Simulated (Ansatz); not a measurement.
A nudged elastic band was laid between two geometries of AlH3O2S + H2 (9 atoms, charge 0, multiplicity 1).

Method: RKS PBE/def2-SVP (Ansatz 0.2.0).

* movable images: 5
* climbing image: yes
* spring: 5.0 eV/Å²
* optimiser: quadratic models (default)
* start path: through a guess of the saddle point
* force threshold: 0.05 eV/Å
* iteration limit: 60
* end points: relaxed

Initial state:

```xyz
9
Properties=species:S:1:pos:R:3
Al -0.214 -0.094 -0.394
S 1.369 1.180 -1.243
O 0.206 -1.728 -0.084
O -1.849 0.405 -0.240
H 0.720 0.820 1.603
H 0.194 0.430 2.018
H 2.246 0.135 -1.219
H -0.471 -2.382 0.151
H -2.201 1.235 -0.592
```

Final state:

```xyz
9
Properties=species:S:1:pos:R:3
Al -0.567 -0.009 0.424
S 1.580 1.104 -0.606
O 0.303 -1.497 0.019
O -1.889 0.297 -0.650
H 2.244 1.050 0.584
H -0.515 0.510 1.931
H 1.499 -0.297 -0.676
H -0.131 -2.170 -0.534
H -2.525 1.011 -0.491
```

What changes between the two ends?

Bonds broken: H5–H6. Bonds formed: Al1–H6, S2–H5. AlH3O2S + H2 becomes AlH5O2S.

Give the energies along the band, and the barrier.

The run converged. The highest image is number 3 of 0 to 6, 0.87 eV above the first end and 0.45 eV above the last; the last end lies 0.42 eV above the first. Beside the main top the profile has a ripple of under 15 meV (maxima at images 3, 5), which may be a very shallow well or noise. A vibrational analysis at the climbing image gives one clearly imaginary mode, 736i cm⁻¹: a first-order saddle point. The orbitals stay closed-shell, which can raise the energy where a bond breaks towards radicals; this wasn't checked here.

```
image  path coordinate (Å)  energy (eV)  H5–H6 (Å)  Al1–H6 (Å)  S2–H5 (Å)
    0                 0.00         0.00       0.77        2.50       2.94
    1                 0.60         0.05       0.78        2.29       2.69
    2                 1.19         0.30       0.82        2.02       2.20
    3                 1.79         0.87       1.21        1.70       1.60
    4                 2.75         0.53       2.35        1.60       1.37
    5                 3.71         0.53       2.70        1.60       1.36
    6                 4.67         0.42       3.12        1.59       1.36
```

What is the geometry of the highest image?


```xyz
9
Properties=species:S:1:pos:R:3
Al -0.370 -0.059 0.148
S 1.485 1.226 -0.723
O 0.020 -1.677 -0.321
O -1.897 0.732 0.029
H 1.082 0.952 0.800
H 0.346 0.435 1.614
H 2.230 0.082 -0.739
H -0.512 -2.421 0.003
H -2.382 0.729 -0.811
```

The run took 3.6 min on 2 threads of Arm Neoverse V1, with other jobs on the host, peak memory 0.12 GiB.
